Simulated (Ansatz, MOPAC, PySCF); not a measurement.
Pair of molecules: H2O (SMILES O) (first 3 atoms) with AsH3 (SMILES [AsH3]); geometry from B3LYP-D3(BJ)/def2-TZVP, rigid monomers moved along the line of their centres of mass till H3···As4 is 4.85 Å.
(charge 0, multiplicity 1):
```xyz
7

O     -0.049     0.632    -0.600
H     -0.910     0.306    -0.879
H     -0.001     0.439     0.346
As     0.428    -1.088     4.932
H     -0.001    -0.398     6.218
H      1.843    -1.331     5.435
H     -0.062    -2.450     5.401
```

Interaction energies are E(AB) − E(A) − E(B) at the monomers' geometry in the complex; basis-set methods are counterpoise corrected. Rows marked so take none.

Correlated levels freeze the cores. Filled d and f shells under p-block atoms count as core. CBS: X⁻³ extrapolation of the correlation energy, Hartree–Fock from the larger set. Rows in 3-21G, 6-31G*, STO-3G carry no dispersion term and start afresh at each structure (6-31G* with six Cartesian d functions); the Pople sets are all-electron and without relativity. MP2/6-31G* freezes PySCF's default core, which leaves 3d correlated. The state reached by PM7 isn't checked; PM7 holds dispersion and hydrogen-bond terms.

The values were computed with Ansatz (an electronic-structure program) with Gaussian orbitals; MOPAC for PM7 (differences of heats of formation); PySCF for 3-21G rows, 6-31G* rows, STO-3G rows, the dispersion terms. Each number belongs to the level named beside it.

Other levels give for the interaction energy: PBE/def2-TZVPPD -0.31; B3LYP/def2-TZVPPD -0.24; B3LYP-D3(BJ)/def2-TZVPPD -0.32; wB97M-V/def2-TZVPPD -0.34; CCSD(T)/CBS(aug-cc-pVDZ, aug-cc-pVTZ) -0.35 kcal/mol.

Common cheap choices:

```tsv
level	interaction energy (kcal/mol)	less -0.35 (CCSD(T)/CBS(aug-cc-pVDZ, aug-cc-pVTZ))
PM7	-0.44	-0.08
HF/STO-3G (no counterpoise)	-0.28	0.07
HF/3-21G (no counterpoise)	-0.46	-0.11
HF/6-31G*	-0.40	-0.04
BP86/6-31G* (no counterpoise)	-0.33	0.03
B3LYP/3-21G (no counterpoise)	-0.43	-0.08
B3LYP/6-31G*	-0.34	0.02
MP2/6-31G* (no counterpoise)	-0.47	-0.12
```
